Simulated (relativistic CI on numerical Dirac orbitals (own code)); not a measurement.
**Level scheme of Se XXVII**

Method of calculation: Dirac-Coulomb-Breit CI, orbitals from a KLI potential per configuration, a model potential for QED, unscaled Slater integrals (own radial code, finite nucleus).

Configuration list (outside the closed core 1s2): 2s²2p⁴, 2s2p⁵, 2p⁶, 2p⁵3s, 2p⁵3p, 2p⁵3d, 2s²2p³3s, 2s²2p³3p, 2s²2p³3d, 2s2p⁴3s, 2s2p⁴3p, 2s2p⁴3d, 2s²2p³4s, 2s²2p³4p, 2s²2p³4d, 2s²2p³4f. Levels of other configurations are missing.

The lowest level is 2s²2p⁴ ³P2, with 81 % of that term; Hund's rules for 2s²2p⁴ give ³P with J = 2, in agreement.

| No. | Configuration | Term | J | E (eV) | % | Landé g | jj configuration (%) |
| --- | --- | --- | --- | --- | --- | --- | --- |
| 1 | 2s²2p⁴ | ³P | 2 | 0.00 | 81 | 1.398 | 2p3/2^2 (97) |
| 2 | 2s²2p⁴ | ³P | 0 | 17.81 | 55 |  | 2p3/2^2 (94) |
| 3 | 2s²2p⁴ | ³P | 1 | 40.13 | 100 | 1.495 | 2p1/2 2p3/2^3 (100) |
| 4 | 2s²2p⁴ | ¹D | 2 | 52.41 | 81 | 1.090 | 2p1/2 2p3/2^3 (97) |
| 5 | 2s²2p⁴ | ¹S | 0 | 100.88 | 54 |  | 2p3/2^4 (94) |
| 6 | 2s2p⁵ | ³P° | 2 | 185.41 | 100 | 1.494 | 2s 2p3/2^3 (100) |
| 7 | 2s2p⁵ | ³P° | 1 | 205.62 | 83 | 1.411 | 2s 2p3/2^3 (74) |
| 8 | 2s2p⁵ | ³P° | 0 | 229.68 | 100 |  | 2s 2p1/2 2p3/2^4 (100) |
| 9 | 2s2p⁵ | ¹P° | 1 | 261.09 | 83 | 1.075 | 2s 2p1/2 2p3/2^4 (74) |
| 10 | 2p⁶ | ¹S | 0 | 422.91 | 98 |  | closed (98) |
| 11 | 2s²2p³3s | ⁵S° | 2 | 1575.38 | 58 | 1.739 | 2p3/2 3s (85) |
| 12 | 2s²2p³3s | ³S° | 1 | 1581.56 | 47 | 1.429 | 2p3/2 3s (92) |
| 13 | 2s²2p³3s | ³D° | 2 | 1613.53 | 43 | 1.441 | 2p1/2 2p3/2^2 3s (86) |
| 14 | 2s²2p³3s | ³D° | 1 | 1616.66 | 54 | 1.149 | 2p1/2 2p3/2^2 3s (94) |
| 15 | 2s²2p³3p | ⁵P | 1 | 1616.90 | 46 | 1.819 | 2p3/2 3p1/2 (87) |
| 16 | 2s²2p³3p | ⁵P | 2 | 1617.90 | 39 | 1.459 | 2p3/2 3p1/2 (83) |
| 17 | 2s²2p³3s | ³D° | 3 | 1624.99 | 99 | 1.328 | 2p1/2 2p3/2^2 3s (99) |
| 18 | 2s²2p³3s | ¹D° | 2 | 1628.37 | 67 | 1.052 | 2p1/2 2p3/2^2 3s (99) |
| 19 | 2s²2p³3p | ⁵P | 3 | 1628.66 | 58 | 1.492 | 2p3/2 3p3/2 (85) |
| 20 | 2s²2p³3p | ³P | 1 | 1630.10 | 45 | 1.498 | 2p3/2 3p3/2 (90) |
| 21 | 2s²2p³3p | ³P | 2 | 1638.39 | 34 | 1.352 | 2p3/2 3p3/2 (72) |
| 22 | 2s²2p³3s | ³P° | 0 | 1639.99 | 98 |  | 2p1/2 2p3/2^2 3s (98) |
| 23 | 2s²2p³3s | ³P° | 1 | 1641.54 | 67 | 1.337 | 2p1/2 2p3/2^2 3s (98) |
| 24 | 2s²2p³3p | ³P | 0 | 1645.49 | 91 |  | 2p3/2 3p3/2 (68) |
| 25 | 2s²2p³3p | ³D | 1 | 1653.25 | 25 | 1.412 | 2p1/2 2p3/2^2 3p1/2 (87) |
| 26 | 2s²2p³3p | ³F | 2 | 1658.08 | 34 | 1.137 | 2p1/2 2p3/2^2 3p1/2 (90) |
| 27 | 2s²2p³3p | ³D | 2 | 1665.81 | 38 | 1.309 | 2p1/2 2p3/2^2 3p3/2 (88) |
| 28 | 2s²2p³3p | ³F | 3 | 1665.87 | 69 | 1.213 | 2p1/2 2p3/2^2 3p1/2 (50) |
| 29 | 2s²2p³3p | ¹F | 3 | 1667.50 | 48 | 1.216 | 2p1/2 2p3/2^2 3p1/2 (47) |
| 30 | 2s²2p³3p | ³P | 0 | 1670.30 | 93 |  | 2p1/2 2p3/2^2 3p3/2 (73) |
| 31 | 2s²2p³3p | ³D | 1 | 1671.79 | 44 | 0.901 | 2p1/2 2p3/2^2 3p3/2 (76) |
| 32 | 2s²2p³3s | ³P° | 2 | 1674.73 | 58 | 1.412 | 2p3/2^3 3s (94) |
| 33 | 2s²2p³3s | ¹P° | 1 | 1677.38 | 44 | 1.059 | 2p3/2^3 3s (95) |
| 34 | 2s²2p³3p | ³D | 3 | 1677.48 | 58 | 1.199 | 2p1/2 2p3/2^2 3p3/2 (96) |
| 35 | 2s²2p³3d | ⁵D° | 2 | 1677.96 | 38 | 1.177 | 2p3/2 3d3/2 (89) |
| 36 | 2s²2p³3p | ³F | 4 | 1678.54 | 100 | 1.245 | 2p1/2 2p3/2^2 3p3/2 (100) |
| 37 | 2s²2p³3d | ⁵D° | 3 | 1678.68 | 49 | 1.316 | 2p3/2 3d3/2 (63) |
| 38 | 2s²2p³3d | ⁵D° | 0 | 1679.84 | 61 |  | 2p3/2 3d3/2 (83) |
| 39 | 2s²2p³3d | ⁵D° | 1 | 1679.94 | 60 | 1.343 | 2p3/2 3d3/2 (79) |
| 40 | 2s²2p³3p | ³P | 2 | 1680.25 | 69 | 1.377 | 2p1/2 2p3/2^2 3p1/2 (87) |
| 41 | 2s²2p³3d | ⁵D° | 4 | 1681.05 | 59 | 1.370 | 2p3/2 3d5/2 (85) |
| 42 | 2s²2p³3p | ³D | 1 | 1682.74 | 53 | 0.852 | 2p1/2 2p3/2^2 3p1/2 (68) |
| 43 | 2s²2p³3d | ³D° | 2 | 1685.63 | 39 | 1.255 | 2p3/2 3d5/2 (87) |
| 44 | 2s²2p³3p | ³P | 1 | 1686.64 | 58 | 1.286 | 2p1/2 2p3/2^2 3p3/2 (82) |
| 45 | 2s²2p³3p | ¹D | 2 | 1693.44 | 50 | 1.174 | 2p1/2 2p3/2^2 3p3/2 (96) |
| 46 | 2s²2p³3d | ³D° | 3 | 1694.58 | 40 | 1.164 | 2p3/2 3d5/2 (56) |
| 47 | 2s²2p³3d | ³D° | 1 | 1695.64 | 68 | 0.760 | 2p3/2 3d5/2 (78) |
| 48 | 2s²2p³3p | ³P | 1 | 1696.09 | 39 | 1.487 | 2p1/2 2p3/2^2 3p3/2 (94) |
| 49 | 2s²2p³3p | ³D | 2 | 1697.82 | 58 | 1.111 | 2p1/2 2p3/2^2 3p3/2 (85) |
| 50 | 2s²2p³3p | ³P | 0 | 1698.15 | 66 |  | 2p1/2 2p3/2^2 3p1/2 (91) |
| 51 | 2s²2p³3d | ³D° | 1 | 1716.82 | 56 | 0.848 | 2p1/2 2p3/2^2 3d3/2 (81) |
| 52 | 2s²2p³3d | ³F° | 2 | 1716.88 | 48 | 1.001 | 2p1/2 2p3/2^2 3d3/2 (86) |
| 53 | 2s²2p³3d | ¹S° | 0 | 1717.76 | 50 |  | 2p1/2 2p3/2^2 3d3/2 (76) |
| 54 | 2s²2p³3d | ³F° | 3 | 1717.96 | 47 | 1.238 | 2p1/2 2p3/2^2 3d5/2 (79) |
| 55 | 2s²2p³3d | ³G° | 4 | 1719.34 | 37 | 1.202 | 2p1/2 2p3/2^2 3d5/2 (85) |
| 56 | 2s²2p³3d | ³G° | 3 | 1720.49 | 44 | 1.045 | 2p1/2 2p3/2^2 3d3/2 (83) |
| 57 | 2s²2p³3p | ³P | 1 | 1721.22 | 52 | 1.652 | 2p3/2^3 3p1/2 (65) |
| 58 | 2s²2p³3p | ³D | 3 | 1726.31 | 55 | 1.304 | 2p3/2^3 3p3/2 (85) |
| 59 | 2s²2p³3p | ¹D | 2 | 1726.63 | 55 | 1.061 | 2p3/2^3 3p1/2 (82) |
| 60 | 2s²2p³3p | ¹P | 1 | 1728.01 | 38 | 1.047 | 2p3/2^3 3p3/2 (71) |
| 61 | 2s²2p³3d | ³D° | 1 | 1728.11 | 28 | 1.179 | 2p1/2 2p3/2^2 3d5/2 (74) |
| 62 | 2s²2p³3d | ³F° | 4 | 1728.19 | 71 | 1.182 | 2p1/2 2p3/2^2 3d3/2 (60) |
| 63 | 2s²2p³3d | ³P° | 2 | 1729.61 | 36 | 1.220 | 2p1/2 2p3/2^2 3d5/2 (66) |
| 64 | 2s2p⁴3s | ⁵P | 3 | 1730.40 | 80 | 1.603 | 2s 2p3/2^2 3s (82) |
| 65 | 2s²2p³3d | ¹G° | 4 | 1730.45 | 52 | 1.072 | 2p1/2 2p3/2^2 3d5/2 (61) |
| 66 | 2s²2p³3d | ³G° | 5 | 1731.12 | 100 | 1.196 | 2p1/2 2p3/2^2 3d5/2 (100) |
| 67 | 2s²2p³3p | ³P | 2 | 1731.86 | 50 | 1.310 | 2p3/2^3 3p3/2 (90) |
| 68 | 2s²2p³3d | ³D° | 3 | 1734.21 | 68 | 1.238 | 2p1/2 2p3/2^2 3d3/2 (72) |
| 69 | 2s²2p³3d | ³P° | 0 | 1735.11 | 63 |  | 2p1/2 2p3/2^2 3d5/2 (88) |
| 70 | 2s²2p³3d | ³D° | 2 | 1736.85 | 75 | 1.205 | 2p1/2 2p3/2^2 3d3/2 (72) |

Energies count from the lowest computed level; ° marks odd parity. Filled j subshells are mostly left out of the jj labels.

The mean weight of the leading LS term, summed over parents, in these 70 levels is 60 %, and that of the leading jj configuration (from the same eigenvectors) 83 %, so jj coupling describes them better and the LS labels are nominal.

At this charge energies of transitions that change n are usually good to better than 1 %, and those within a shell (Δn = 0) to a few per cent.

LS names give the leading component of a level, which can be under half, so a name can repeat, a term be missing and a line seem to break the LS rules.
